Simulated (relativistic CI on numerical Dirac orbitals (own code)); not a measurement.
## Judd-Ofelt analysis for Nd³⁺

Computed by Dirac-Coulomb-Breit CI, separate exchange-only KLI orbitals for each configuration, model QED, unscaled Slater integrals (own radial code, finite nucleus).

Configuration 4f³ alone, in intermediate coupling. Take Ω₂ = 2.95, Ω₄ = 1.83, Ω₆ = 2.5 (10⁻²⁰ cm²) and refractive index n = 2.04 as given. A_ED = 64π⁴e²ν³ n(n² + 2)²/[27h(2J + 1)] Σ Ω_λ |U^λ|², in Gaussian units with ν in cm⁻¹, and A_MD is n³ times the free-ion magnetic-dipole rate; a dash marks a rate that is forbidden or under 2 % of the level's free-ion decay.

Emitting level ²H°9/2 at 14884 cm⁻¹ (radiative decay alone: multiphonon quenching in a host is left out, and the level can lie too high or too low):

```tsv
To	ν (cm⁻¹)	U² squared	U⁴ squared	U⁶ squared	Free-ion A(M1) (s⁻¹)
⁴I°9/2	14884	0.0068	0.0060	0.0645	1.6
⁴I°11/2	13069	0.0008	0.0002	0.0020	1.13
⁴I°13/2	11107	0.0188	0.0008	0.0430	-
⁴I°15/2	9041	0.0000	0.0783	0.0260	-
```

Question: Give the rates, branching ratios and the radiative lifetime.

Answer: The rates are:

```csv
To,λ (nm),A_ED (s⁻¹),A_MD (s⁻¹),β (%)
⁴I°9/2,672,395,13.6,61.4
⁴I°11/2,765,10.7,9.55,3.0
⁴I°13/2,900,140,0,21.1
⁴I°15/2,1106,95.8,0,14.4
```

τ_rad = 1.51e-03 s. Computed level positions enter as ν³, so measured ones would change the rates. For the strongest line (672 nm) and an assumed effective width Δλ = 14 nm (300 cm⁻¹), the Füchtbauer-Ladenburg formula σ = λ⁴A/(8πcn²Δλ) gives a peak emission cross-section of 0.2 × 10⁻²⁰ cm².
